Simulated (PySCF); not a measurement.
**A small benchmark: harmonic wavenumber ωe of diatomics**

HF, PBE0, CCSD(T) in PySCF with def2-TZVPPD on every atom, for the lowest determinant that a PBE0 search found; no spin–orbit coupling. Measured values: Huber and Herzberg, Constants of Diatomic Molecules (1979).

```csv
molecule,measured (cm⁻¹),HF,PBE0,CCSD(T)
N2,2358.57,2735,2485,2347
O2,1580.193,1964,1713,1581
GeSe,408.7,442,416,406
AlCl,481.3,475,472,478
NO⁺,2376.42,2843,2529,2362
CuF,622.65,557,596,574
SO,1149.22,1379,1202,1145
HBr,2648.975,2797,2672,2676
```

Give the mean signed and mean absolute error of each level in %, and name the best.

HF +10.2 and 13.2; PBE0 +2.7 and 4.2; CCSD(T) -1.2 and 1.5. On this set CCSD(T) is closest.

Which molecule does HF miss most?

O2, by +24.3 %.

The molecules are drawn from runs that passed checks on state, spin purity and fit, so the hardest cases are missing and the errors look smaller than over all diatomics.

Correlated steps freeze the inner cores (2 to 18 orbitals); shallow outer-core shells are correlated. UHF and ROHF references stand side by side, which adds small steps between rows. The CCSD T1 diagnostic is raised in CuF, a sign that a single reference may not be enough there. States were picked by a PBE0 search and need not be the measured ground states.
